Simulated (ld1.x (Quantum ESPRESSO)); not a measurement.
**Which change was made? (Kr, TM)**

Kr, norm-conserving Troullier–Martins (Kleinman–Bylander form), made with ld1.x (Quantum ESPRESSO) 7.5 (revPBE, scalar-relativistic). Core [Ar] 3d10, reference 4s2 4p6. Waves: 4s (bound): rc 1.00 bohr; 4p (bound): rc 1.40 bohr; 4d channel at 0.05 Ry: rc 1.30 bohr. Local part: all-electron potential smoothed inside 1.40 bohr (lloc = -1). Core correction: Bessel-smoothed model core inside 0.65 bohr.

Cutoffs, loose and tight: the cutoffs (Ry, on a coarse ladder) from which the occupation-weighted sum of valence levels, in a spherical-Bessel basis at the reference potential, stays within 10 and 1 mRy of its value at 400 Ry. They do not see the model core or the augmentation charge, which bear on the density cutoff. Test errors are all-electron minus pseudo excitation energies from the reference, over the configurations 4s2 4p5; 4s2 4p4; 4s2 4p3; 4s2 4p5.5; 4s1 4p6; 4s2 4p2; variants that change the core or the reference have their own tests.

The base gives: outcome: generated; cutoff, loose: 120 Ry; cutoff, tight: over 300 Ry; bound ghosts: d; largest test error (meV): +99.

Q: After one change the result is: outcome: generated; bound ghosts: not determined; largest test error (meV): +27. Which change was it?
A. wave 4p (bound): rc 1.40 bohr becomes 4p (bound): rc 0.88 bohr
B. wave 4p (bound): rc 1.40 bohr becomes 4p (bound): rc 1.96 bohr
C. wave 4p (bound): rc 1.40 bohr becomes 4p (bound): rc 1.18 bohr
D. wave 4p (bound): rc 1.40 bohr becomes 4p (bound): rc 1.02 bohr

A: A. The others give: wave 4p (bound): rc 1.40 bohr becomes 4p (bound): rc 1.02 bohr → outcome: generated; cutoff, loose: 260 Ry; cutoff, tight: over 300 Ry; bound ghosts: d; largest test error (meV): +145 | wave 4p (bound): rc 1.40 bohr becomes 4p (bound): rc 1.18 bohr → outcome: generated; cutoff, loose: 140 Ry; cutoff, tight: over 300 Ry; bound ghosts: d; largest test error (meV): +119 | wave 4p (bound): rc 1.40 bohr becomes 4p (bound): rc 1.96 bohr → outcome: generated; cutoff, loose: 120 Ry; cutoff, tight: over 300 Ry; bound ghosts: d; largest test error (meV): +69.
